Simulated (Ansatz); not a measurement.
Species: C10H9B, SMILES `Bc1ccc2cccc-2cc1` (charge 0, multiplicity 1), formula C10H9B.

Q: How many basis functions does Ansatz (an electronic-structure program) with frozen-core CCSD(T)/cc-pVDZ // PBE0-D3(BJ)/def2-SVP use, how many core orbitals are frozen, and how many electrons are correlated?

A: 199 basis functions and 11 frozen orbitals, which leaves 52 correlated electrons. Core time is of the order of minutes.
